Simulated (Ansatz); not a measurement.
Z-matrix (Å, degrees):
```
Si
Si 1 2.382
Zn 1 2.924 2 76.0
C 1 1.871 2 112.0 3 19.6
H 1 1.492 2 105.7 3 -99.6
H 1 1.494 2 107.0 3 146.4
Se 2 2.300 1 115.5 3 -20.8
H 2 1.488 1 111.6 3 -136.5
H 2 1.491 1 109.8 3 104.0
C 3 1.935 1 117.9 2 -14.7
H 4 1.093 1 111.0 2 84.3
H 4 1.090 1 111.5 2 -153.8
H 10 1.088 3 119.3 1 -70.0
H 10 1.089 3 116.6 1 154.9
```

Charge 0, multiplicity 1.

Problem. List the PBE0/def2-TZVPP orbital energies in eV (the Gaussian-basis code of Ansatz). (An estimate is asked.)

Solution. The calculation gave: Occupied: -12361.34, -9458.97, -1802.81, -1802.43, -1584.13, -1421.15, -1421.13, -1421.08, -1152.53, -1014.87, -1014.86, -1014.79, -278.71, -277.85, -214.53, -158.10, -158.01, -157.85, -145.11, -144.76, -133.28, -99.80, -99.75, -99.74, -99.43, -99.41, -99.40, -89.10, -89.09, -88.92, -58.10, -58.09, -57.95, -57.88, -57.86, -20.67, -19.19, -17.42, -15.07, -14.46, -14.43, -14.39, -14.36, -14.34, -13.32, -11.78, -11.54, -10.93, -10.13, -9.77, -9.19, -9.10, -8.20, -8.18, -7.43, -6.16. Lowest empty: -0.97, -0.84, -0.29, 0.25, 0.62, 0.86, 1.19, 1.54.
